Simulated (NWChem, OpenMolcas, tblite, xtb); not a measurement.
CH4BFO (SMILES OCBF): methods side by side

The species is CH4BFO (8 atoms), meant as a singlet with charge 0. As SMILES, `OCBF`. The coordinates come from a PBE0-D4/def2-TZVP relaxation. This is one conformer, not always the lowest.

Quantity: the HOMO–LUMO gap, in eV. The values are calculated.

```
           level            kind     program  value (eV)   CPU time
        GFN0-xTB  semi-empirical         xtb        5.00  under 2 s
        GFN1-xTB  semi-empirical      tblite        5.37  under 2 s
    HF/def2-SVPD    Hartree–Fock  OpenMolcas       14.59       18 s
 SVWN5/def2-SVPD             LDA  OpenMolcas        4.87       47 s
   PBE/def2-SVPD             GGA  OpenMolcas        5.00       72 s
  TPSS/def2-SVPD        meta-GGA  OpenMolcas        5.30       97 s
 B3LYP/def2-SVPD   global hybrid      NWChem        7.21       27 s
B2PLYP/def2-SVPD   double hybrid  OpenMolcas       10.75       56 s
```

The values span 4.87 to 14.59 eV. Orbital gaps aren't excitation energies, and those of double hybrids come from the SCF part alone; they tend to grow with the share of exact exchange. Times are those of the runs behind each value, whatever else they computed, on shared processors of several kinds: orders of magnitude only.
